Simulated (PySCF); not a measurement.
Compound: C4H14BNSi2.
Cartesian coordinates in Å at the PBE0-D3(BJ)/def2-SVP level; atoms count from 1:
```
atom  x, y, z in Å
C1     2.064   -1.176    0.453
B2     1.395    0.018   -0.329
C3     2.286    1.207   -0.856
C4    -0.151    0.053   -0.550
C5    -0.993   -1.230   -0.379
Si6   -2.767   -0.755    0.065
N7    -2.429    0.736    0.907
Si8   -0.811    1.345    0.697
H9     1.553   -1.354    1.415
H10    3.138   -1.048    0.652
H11    1.931   -2.109   -0.123
H12    2.924    1.610   -0.051
H13    2.992    0.797   -1.602
H14    1.742    2.038   -1.330
H15   -0.380    0.552   -1.511
H16   -0.933   -1.867   -1.276
H17   -0.599   -1.838    0.453
H18   -3.459   -1.757    0.937
H19   -3.634   -0.564   -1.145
H20   -3.124    1.229    1.457
H21   -0.034    1.377    1.981
H22   -0.762    2.733    0.138
```

Level: PBE0/pcSseg-1 in PySCF, non-relativistic, on one gas-phase PBE0-D3(BJ)/def2-SVP geometry that isn't relaxed in the solvent. The solvent is an IEF-PCM continuum (van der Waals radii × 1.2). Specific hydrogen bonds and non-electrostatic terms are outside this model.

```
run  E − E(gas) (kcal/mol)  HOMO (eV)  HOMO–LUMO gap (eV)  dipole (D)
gas                   0.00      -7.22                6.91        0.15
  P                  -1.05      -7.16                6.94        0.17
  Q                  -2.36      -7.14                6.97        0.23
```

Question: The runs were made in benzene and methanol. Which run belongs to which solvent?

Answer: P = benzene, Q = methanol. The dielectric constants are 2.271 (benzene), 32.61 (methanol), and the energy falls further as ε rises. In this model the ground state sees the solvent through ε alone.

Question: How constant is the ratio of the lowering to (ε − 1)/(2ε + 1)?

Answer: 
| solvent | (ε − 1)/(2ε + 1) | E − E(gas) (kcal/mol) | ratio (kcal/mol) | polarisation term (kcal/mol) |
| --- | --- | --- | --- | --- |
| benzene | 0.229 | -1.05 | -4.6 | -1.09 |
| methanol | 0.477 | -2.36 | -4.9 | -2.53 |

The ratio changes by +7.6 % in size from benzene to methanol. The polarisation term is half the interaction of the solute with the induced surface charges.
